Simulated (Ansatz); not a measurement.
`FC1(F)OC1(F)F`, one more setting.

```yaml
crystal:
  periodic: [false, false, false]
  atoms:
    - {symbol: F, position_ang: [-0.308058, -1.170472, 1.357953]}
    - {symbol: C, position_ang: [-0.119923, -0.707212, 0.138730]}
    - {symbol: F, position_ang: [-0.611672, -1.552368, -0.744673]}
    - {symbol: O, position_ang: [1.144563, -0.197788, -0.136382]}
    - {symbol: C, position_ang: [0.080193, 0.697284, -0.145254]}
    - {symbol: F, position_ang: [0.089851, 1.622257, 0.793280]}
    - {symbol: F, position_ang: [-0.213754, 1.240398, -1.309353]}
basis:
  gaussian: {orbitals: 6-31G}
hamiltonian: {xc: {name: B2GP-PLYP}}
accuracy: high
scf: {lower_state_search: off}
```

```sh
$ ansatz run in.yaml --threads 4 --pin off --events-out ev --progress --plain --max-ram 10444MiB
```

Output, abridged:

```
Functional definition: B2GP-PLYP
1497 factors; integrals over basis functions are off by at most 4.3e-9 eV
mean field evaluation 1: about -14947.4510 eV, gradient 5.1e1 eV
mean field evaluation 2: about -14947.8103 eV, gradient 5.1e1 eV
mean field evaluation 4: about -14953.1959 eV, gradient 3.1e0 eV
mean field evaluation 8: about -14953.2405 eV, gradient 4.0e-1 eV
mean field evaluation 16: about -14953.2410 eV, gradient 3.2e-5 eV
mean field -14953.24103755 eV, -549.5214724591 hartree, gradient 3.8e-8 eV, S^2 0.000000; 0 other end points of the search recorded, 0 dependent functions left out
7 core orbitals not correlated: weight in the atoms' cores, before any rotation towards them, 1.000 or more for the frozen orbitals, at most 0.000 for the correlated occupied ones
reference -14953.24104848 eV, -549.5214728606 hartree; 21, 21 occupied and 35, 35 virtual orbitals, 1497 factors
second order -24.84022020 eV of doubles, -0.00000000 eV of singles
Total energy: -14962.18352775 eV, -549.8501029125 hartree
Checks for a lower state left out: stability, starts, cluster_reference, orbital_swaps, neighbouring_geometries, increment
```

Hardware: 4 threads of an Intel Xeon 6975P-C on a shared host. Wall time 0.8 s, peak host memory 0.43 GiB.
